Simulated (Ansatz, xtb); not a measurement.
## BFH4Si2: 10 structures ranked

10 gas-phase structures of BFH4Si2, found in a search over its isomers (lower ones may exist). Each was relaxed with GFN2-xTB:

A. `F[SiH2]B[SiH]`, a singlet
B. `F[Si@@H]1[BH2-][SiH+]1`, a singlet
C. `F/[SiH]=[BH-]\[SiH2+]`, a singlet
D. `B[SiH2][Si]F`, a singlet
E. `B[Si@H](F)[SiH]`, a singlet
F. a singlet given by its coordinates
G. `F[Si]B[SiH3]`, a singlet
H. `B[Si][SiH2]F`, a singlet
I. a singlet given by its coordinates
J. `F/[SiH]=[BH-]/[SiH2+]`, a singlet

I (Å):

```xyz
8

B    -1.5536    0.8727    0.0189
F     0.6117   -3.5966    1.0025
Si   -0.3297   -0.4084    0.6382
Si   -0.5370   -2.6047    0.4061
H    -2.5270    0.5341   -0.5458
H    -1.3723    2.0217    0.1813
H     0.9508   -0.2465    1.3676
H    -1.3871   -3.6574   -0.1282
```

Close contacts (Å): B1–Si3 1.88, F2–Si4 1.63, Si3–Si4 2.22, B1–H5 1.18, B1–H6 1.17, Si3–H7 1.48, Si4–H8 1.45.

F (Å):

```tsv
atom	x (Å)	y (Å)	z (Å)
B	-0.3566	-0.1250	-0.9844
F	1.1692	-0.4605	1.5263
Si	1.4959	-0.3562	-1.5631
Si	-0.0752	0.4305	0.9072
H	0.4751	1.7773	1.1685
H	-0.9389	0.7250	-1.6002
H	-1.1033	0.2248	1.9354
H	-0.9626	-1.1613	-1.0324
```

Close contacts (Å): B1–Si3 1.95, B1–Si4 1.99, F2–Si4 1.65, B1–H6 1.20, B1–H8 1.20, Si4–H5 1.48, Si4–H7 1.47.

Q: Make a reasoned guess at their ranking by r2SCAN-D4/def2-SVP single-point energy.

A: Calculated order at r2SCAN-D4/def2-SVP: J (0.000), C (0.007), I (0.316), F (0.632), D (0.657), G (1.071), B (1.105), A (1.116), H (1.205), E (1.257) eV. Less than 1 kcal/mol parts J and C; F and D; G and B; B and A, so the order within those pairs means little.

Energies above the lowest of each column, in eV; the last columns are at B3LYP-D3(BJ)/def2-SVP geometries and were run for some of them only (a dash: not run or not comparable):

```tsv
structure	GFN2-xTB	HF/STO-3G	r2SCAN-D4/def2-SVP	B3LYP-D3(BJ)/def2-SVP	CCSD(T)/def2-TZVP
J	0.066	1.898	0.000	0.000	0.000
C	0.000	1.875	0.007	0.081	0.151
I	0.775	1.816	0.316	0.248	0.221
F	0.294	0.593	0.632	–	–
D	0.765	0.000	0.657	–	–
G	0.967	1.467	1.071	–	–
B	0.867	1.858	1.105	–	–
A	0.478	2.555	1.116	–	–
H	0.465	2.097	1.205	–	–
E	0.897	0.961	1.257	–	–
```

CCSD(T)/def2-TZVP puts J lowest of those it was run on; GFN2-xTB picks C, HF/STO-3G picks D. Some further structures that were screened fall inside this span and aren't listed. Flexible structures stand in one conformer each, not always the lowest. Frequencies (B3LYP-D3(BJ)/def2-SVP) were run for C, I, J alone.

Over these structures GFN2-xTB departs from r2SCAN-D4/def2-SVP by 0.284 eV on average once a common shift is removed. A GFN2-xTB relaxation took about 0.11 s and the r2SCAN-D4/def2-SVP energy about 1.1 s on a shared host (Ansatz 0.2.0, xtb 6.7.1).
